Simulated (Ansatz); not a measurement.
**Question.** Name a neutral molecule of F, Ge, S and H with zero-point energy (PBE0-D4/def2-TZVP) between 35 and 51 kJ/mol and LUMO energy (ωB97M-V/def2-TZVPP) between 0.50 and 0.80 eV (Ansatz, PBE0-D4/def2-TZVP geometry).

**Answer.** `[F][Ge]([F])([F])[SH]` (43.9 kJ/mol, 0.68 eV). Other molecules can fit too; these were computed, each in one conformer that needn't be the lowest.
